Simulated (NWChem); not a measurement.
System: C₂H₅ISi; SMILES [SiH3]/C=C\I

Input file for NWChem:

```
start job
memory heap 200 mb stack 900 mb global 1100 mb
geometry units angstroms noautoz
  Si     0.621314    -2.478422     0.000000
  C     -1.083974    -1.685225     0.000000
  C     -1.364211    -0.381108     0.000000
  I      0.085167     1.138013     0.000000
  H      1.390642    -2.079980     1.216825
  H      0.438635    -3.960882     0.000000
  H      1.390642    -2.079980    -1.216825
  H     -1.961437    -2.346852     0.000000
  H     -2.378046     0.029273     0.000000
end
basis spherical
  * library def2-svp
end
ecp
  I library def2-ecp
end
dft
  xc mn15
  grid xfine
  iterations 150
  mulliken
end
task dft gradient
```

NWChem printed, in part:

```
             Northwest Computational Chemistry Package (NWChem) 7.3.0
             --------------------------------------------------------

 CS  symmetry detected

                             Geometry "geometry" -> ""
                             -------------------------

 Output coordinates in angstroms (scale by  1.889725989 to convert to a.u.)

  No.       Tag          Charge          X              Y              Z
 ---- ---------------- ---------- -------------- -------------- --------------
    1 Si                  14.0000     0.61329336    -2.52131071     0.00000000
    2 C                    6.0000    -1.07952008    -1.70182836     0.00000000
    3 C                    6.0000    -1.33954927    -0.39353224     0.00000000
    4 I                   53.0000     0.13315561     1.10298556     0.00000000
    5 H                    1.0000     1.38869307    -2.13481765     1.21682500
    6 H                    1.0000     0.40770304    -4.00076733     0.00000000
    7 H                    1.0000     1.38869307    -2.13481765    -1.21682500
    8 H                    1.0000    -1.96711324    -2.34980212     0.00000000
    9 H                    1.0000    -2.34691449     0.03248336     0.00000000

 Effective nuclear repulsion energy (a.u.)     370.1947293236

      Symmetry information
      --------------------

 Group name             Cs
 Group number              2
 Group order               2
 No. of unique centers     8

                                 NWChem DFT Module
                                 -----------------

 Summary of "ao basis" -> "ao basis" (spherical)
 ------------------------------------------------------------------------------
       Tag                 Description            Shells   Functions and Types
 ---------------- ------------------------------  ------  ---------------------
 Si                         def2-svp                 8       18   4s3p1d
 C                          def2-svp                 6       14   3s2p1d
 I                          def2-svp                10       26   4s4p2d
 H                          def2-svp                 3        5   2s1p

      Symmetry analysis of basis
      --------------------------

        a'         68
        a"         29

            General Information
            -------------------
          SCF calculation type: DFT
          Wavefunction type:  closed shell.
          No. of atoms     :     9
          No. of electrons :    56
           Alpha electrons :    28
            Beta electrons :    28
          Charge           :     0
          Spin multiplicity:     1
          Use of symmetry is: on ; symmetry adaption is: on
          Maximum number of iterations: 150
          AO basis - number of functions:    97
                     number of shells:    45
          Convergence on energy requested:  1.00D-06
          Convergence on density requested:  1.00D-05
          Convergence on gradient requested:  5.00D-04

              XC Information
              --------------
                         MN15 Method XC Functional
                     Hartree-Fock (Exact) Exchange  0.440
                          MN15 Exchange Functional  1.000
                        MN15 Correlation Potential  1.000

             Grid Information
             ----------------
          Grid used for XC integration:  xfine
          Radial quadrature: Mura-Knowles
          Angular quadrature: Lebedev.
          Tag              B.-S. Rad. Rad. Pts. Rad. Cut. Ang. Pts.
          ---              ---------- --------- --------- ---------
          Si                  1.10      125          11.0      1454
          C                   0.70      100          11.0      1454
          I                   1.40      205          13.0      1454
          H                   0.35      100          13.0      1202
          Grid pruning is: on
          Number of quadrature shells:   930
          Spatial weights used:  Erf1

      Superposition of Atomic Density Guess
      -------------------------------------

 Sum of atomic energies:        -713.61168031

      Non-variational initial energy
      ------------------------------

 Total energy =    -664.748336
 1-e energy   =   -1463.132695
 2-e energy   =     576.468011
 HOMO         =      -0.291741
 LUMO         =      -0.008791

      Symmetry analysis of molecular orbitals - initial
      -------------------------------------------------

  Numbering of irreducible representations:

     1 a'          2 a"

  Orbital symmetries:

     1 a'          2 a'          3 a'          4 a'          5 a'
     6 a'          7 a'          8 a"          9 a'         10 a'
    11 a"         12 a'         13 a'         14 a"         15 a'
    16 a"         17 a'         18 a'         19 a'         20 a'
    21 a'         22 a'         23 a"         24 a'         25 a"
    26 a'         27 a'         28 a"         29 a"         30 a'
    31 a'         32 a'         33 a'         34 a"         35 a'
    36 a'         37 a'         38 a'

[...]

                         DFT ENERGY GRADIENTS

    atom               coordinates                        gradient
                 x          y          z           x          y          z
   1 Si      1.158956  -4.764586   0.000000   -0.001267  -0.000103   0.000000
   2 C      -2.039997  -3.215989   0.000000   -0.002763   0.004518   0.000000
   3 C      -2.531381  -0.743668   0.000000    0.000466  -0.003022   0.000000
   4 I       0.251628   2.084340   0.000000   -0.000784   0.000756   0.000000
   5 H       2.624249  -4.034220   2.299466    0.002813   0.001433   0.004666
   6 H       0.770447  -7.560354   0.000000   -0.000902  -0.005769   0.000000
   7 H       2.624249  -4.034220  -2.299466    0.002813   0.001433  -0.004666
   8 H      -3.717305  -4.440482   0.000000   -0.000282   0.000096   0.000000
   9 H      -4.435025   0.061385   0.000000   -0.000095   0.000660   0.000000
```

Level: MN15/def2-SVP with def2 effective core potentials on I. Coordinates come from a PBE0/def2-SVP optimisation. def2 effective core potentials on I; no spin-orbit coupling.
